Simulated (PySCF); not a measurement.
C2H6FNSi, SMILES CN(C)[Si]F (connectivity only; charge and spin as stated), neutral, multiplicity 1.

The structure is a stationary point at PBE-D3(BJ)/def2-SVP. Other conformers were not sampled.

Computed with PBE/def2-TZVP (PySCF).

The molecule is in vacuum.

| Item | Result |
|---|---|
| total energy | -523.65020 hartree |
| point group | Cs |
| highest occupied level | -5.98 eV |
| lowest empty level | -2.03 eV |
| orbital gap | 3.94 eV |
| dipole moment | 2.52 D |
| quadrupole, principal values (traceless, Buckingham form, about the centre of nuclear charge) | -1.61, -0.05, 1.67 D·Å |
| mean static polarisability | 65.8 bohr³ (9.75 Å³) |
| polarisability, principal values | 52.4, 63.2, 81.8 bohr³ |
